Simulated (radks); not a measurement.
Results of a calculation; reference values are marked as such.
Isoelectronic series with 31 electrons, each ion in its NIST ground configuration. Code: a radial shooting solver on a logarithmic mesh with Libxc functionals. Model: Dirac Kohn-Sham, PBE, spin-unpolarised, spherical densities, finite nucleus; open shells fill j = l - 1/2 first; Fermi nuclear charge, rms radius of each element as measured or else 0.836 A^(1/3) + 0.57 fm. Total energies (hartree) and mean radii <r> (bohr) (* marks an orbital that is empty in some or all of the ions):

ion,configuration,E (hartree),4p3/2*,4p1/2,4s1/2,3d5/2
Ga,[Ar] 3d10 4s2 4p1,-1944.01089,3.458,3.388,2.345,0.8133
Kr5+,[Ar] 3d10 4s2 4p1,-2783.51303,1.551,1.529,1.396,0.5516
Nb10+,[Ar] 3d10 4s2 4p1,-3789.52956,1.107,1.089,1.038,0.4280
Pd15+,[Ar] 3d10 4s2 4p1,-4964.97112,0.8735,0.8569,0.8335,0.3521
Sb20+,[Ar] 3d10 4s2 4p1,-6314.03734,0.7249,0.7085,0.6977,0.2998
Ba25+,[Ar] 3d10 4s2 4p1,-7841.9467,0.6207,0.6039,0.5999,0.2613
Pm30+,[Ar] 3d10 4s2 4p1,-9555.0112,0.5430,0.5257,0.5255,0.2317
Dy35+,[Ar] 3d10 4s2 4p1,-11460.7316,0.4826,0.4646,0.4667,0.2082
Lu40+,[Ar] 3d10 4s2 4p1,-13568.1902,0.4342,0.4153,0.4188,0.1890
Os45+,[Ar] 3d10 4s2 4p1,-15888.2774,0.3945,0.3746,0.3790,0.1731
Tl50+,[Ar] 3d10 4s2 4p1,-18434.0099,0.3612,0.3402,0.3452,0.1596
